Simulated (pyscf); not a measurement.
**[HO–Ga–OH]•, doublet**

Gas-phase minimum from PySCF at ωB97X-D3(BJ)/def2-SVP, one conformer. Other isomers of [HO–Ga–OH]• were not searched in full and may lie lower. 

SMILES: [OH][Ga][OH]
```xyz
5

O     -0.7203     1.2029    -0.3221
Ga     1.0132     0.7283    -0.1840
O      1.3694    -0.9813    -0.5909
H     -0.9077     2.1232    -0.1026
H      0.5728    -1.4664    -0.8453
```
Charge 0, spin multiplicity 2.

Bond lengths (Å): O1–Ga2 1.803, O1–H4 0.964, Ga2–O3 1.793, O3–H5 0.967. Angles (°): Ga2–O1–H4 114.9, O1–Ga2–O3 115.1, Ga2–O3–H5 112.0.

Properties at ωB97X-D3(BJ)/def2-SVP:

- Harmonic wavenumbers, unscaled: 181, 292, 316, 660, 697, 764, 800, 3870, 3909 cm⁻¹
- Zero-point energy: 16.4 kcal/mol
- Rotational symmetry number: 1
- Entropy of this conformer at 298 K and 1 atm, rigid rotor and harmonic oscillator, modes under 100 cm⁻¹ raised to 100: 297.6 J/(mol K)
- Dipole moment: 1.78 D
- Spin expectation value S2: 0.753

Single-point totals, which compare only within one level (frozen core for MP2 and CC):

```
level                   total energy (hartree)
----------------------  ----------------------
ωB97X-D3(BJ)/def2-TZVP             -2076.57456
PBE/def2-TZVP                      -2076.15149
r²SCAN/def2-TZVP                   -2076.51715
B3LYP-D3(BJ)/def2-TZVP             -2076.65400
PBE0-D3(BJ)/def2-TZVP              -2076.18556
M06-2X/def2-TZVP                   -2076.54080
ωB97M-D3(BJ)/def2-TZVP             -2076.65551
UHF/def2-TZVPP                     -2074.24517
MP2/def2-TZVPP                     -2074.93767
CCSD/def2-TZVPP                    -2074.93330
CCSD(T)/def2-TZVPP                 -2074.96021
```

Soft torsions are taken as harmonic, which can shift the entropy by several J/(mol K). The CCSD(T) − MP2 part came from Ansatz, without density fitting, on the same reference. The frozen core leaves the outer d or s,p core shells of the metals and heavy elements correlated in the MP2 and CC values, and def2-TZVPP describes them poorly, so these totals are far from the basis limit. Elements up to Kr have no core potential and no relativistic terms here.
